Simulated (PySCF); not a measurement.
GeF2, SMILES [F][Ge][F] (connectivity only; charge and spin as stated), neutral, multiplicity 1.

The structure is a stationary point at B3LYP-D3(BJ)/def2-TZVP. The isomer is the one that the SMILES or the coordinates give; other isomers of the formula were not compared.

Computed with TDDFT-PBE/def2-SVPD (PySCF 2.14.0).

Vertical excitations. Isolated molecule, no solvent. State labels are in the subgroup C2v.

```json
[
 {"state": "S1", "symmetry": "B1", "energy (eV)": "5.16", "λ (nm)": "240", "f": "0.078", "main pairs": "HOMO→LUMO 96 %"},
 {"state": "S2", "symmetry": "A2", "energy (eV)": "5.81", "λ (nm)": "213", "f": "0.000", "main pairs": "HOMO−1→LUMO 100 %"},
 {"state": "S3", "symmetry": "B2", "energy (eV)": "6.64", "λ (nm)": "187", "f": "0.001", "main pairs": "HOMO−2→LUMO 87 %"},
 {"state": "S4", "symmetry": "B1", "energy (eV)": "6.89", "λ (nm)": "180", "f": "0.023", "main pairs": "HOMO−3→LUMO 97 %"},
 {"state": "S5", "symmetry": "A1", "energy (eV)": "7.34", "λ (nm)": "169", "f": "0.001", "main pairs": "HOMO−4→LUMO 88 %"},
 {"state": "S6", "symmetry": "A2", "energy (eV)": "7.68", "λ (nm)": "161", "f": "0.000", "main pairs": "HOMO−5→LUMO 100 %"},
 {"state": "S7", "symmetry": "B2", "energy (eV)": "7.95", "λ (nm)": "156", "f": "0.286", "main pairs": "HOMO→LUMO+1 80 %"},
 {"state": "S8", "symmetry": "A1", "energy (eV)": "8.12", "λ (nm)": "153", "f": "0.198", "main pairs": "HOMO→LUMO+2 73 %, HOMO−1→LUMO+1 20 %"},
 {"state": "S9", "symmetry": "A1", "energy (eV)": "8.51", "λ (nm)": "146", "f": "0.008", "main pairs": "HOMO→LUMO+3 53 %, HOMO−1→LUMO+1 35 %"},
 {"state": "S10", "symmetry": "A1", "energy (eV)": "8.58", "λ (nm)": "144", "f": "0.150", "main pairs": "HOMO→LUMO+3 46 %, HOMO−1→LUMO+1 42 %"},
 {"state": "T1", "symmetry": "B1", "energy (eV)": "3.63", "λ (nm)": "342", "f": "0", "main pairs": "HOMO→LUMO 99 %"},
 {"state": "T2", "symmetry": "A2", "energy (eV)": "5.65", "λ (nm)": "220", "f": "0", "main pairs": "HOMO−1→LUMO 100 %"},
 {"state": "T3", "symmetry": "B2", "energy (eV)": "5.87", "λ (nm)": "211", "f": "0", "main pairs": "HOMO−2→LUMO 100 %"},
 {"state": "T4", "symmetry": "B2", "energy (eV)": "6.19", "λ (nm)": "200", "f": "0", "main pairs": "HOMO→LUMO+1 99 %"}
]
```
Triplets are in the Tamm–Dancoff approximation, which puts them higher than full response would, so one can lie above its singlet here.
